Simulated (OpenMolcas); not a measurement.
# Se III: the spin-orbit constant, worked from levels

```yaml
Program: OpenMolcas
Basis: ANO-R2 [6s6p4d3f1g]
Scalar_Hamiltonian: X2C, finite nucleus
Active_space: 4 electrons in 9 orbitals (RAS2 4s 4p; RAS3 4d, at most 2 electrons)
State_averaging: 2S+1 = 3 even, 6 roots; 2S+1 = 1 even, 12 roots; 2S+1 = 5 odd, 1 root; 2S+1 = 3 odd, 8 roots; 2S+1 = 1 odd, 8 roots
Spin-orbit_coupling: RASSI with atomic mean-field integrals over the reference wave functions, term energies averaged over their components
```

Methods: RASSCF; MS-RASPT2, IPEA 0.25 Eh, imaginary shift 0.1 Eh (closed shells correlated: 3d). Measured levels: Moore, Atomic Energy Levels, vol. II, NSRDS-NBS 35 (1971 reprint of NBS Circular 467, 1952).

**The spin-orbit constant.** For the Hund term ³P of p2, E(J) = (A/2) J(J+1) + constant and ζ = 2S·A = 2A. From J = 0 to J = 2 the energy changes by 3 A.

```csv
Source,E(2) - E(0),A,ζ
RASSCF,3521.0,1173.7,2347
MS-RASPT2,3516.7,1172.2,2344
measured,3937.0,1312.3,2625
```

All in cm-1. MS-RASPT2 is off by -10.7 % and RASSCF by -10.6 %. Both methods take the spin-orbit matrix elements from the reference wave functions, so the second can move ζ only through the term energies and any multistate remixing. Second-order mixing with other terms is absorbed into this ζ.

Active for correlation alone: 4d; no level in the range computed is led by a configuration that fills it, so any true level of that kind is missing. Measured partners are found by configuration, term and J. A level has none where our copy of the source lacks it or the pairing is in doubt (some pairs that miss far off the trend of their configuration count as doubtful), and it then counts in no deviation. Only configurations of the active space appear.
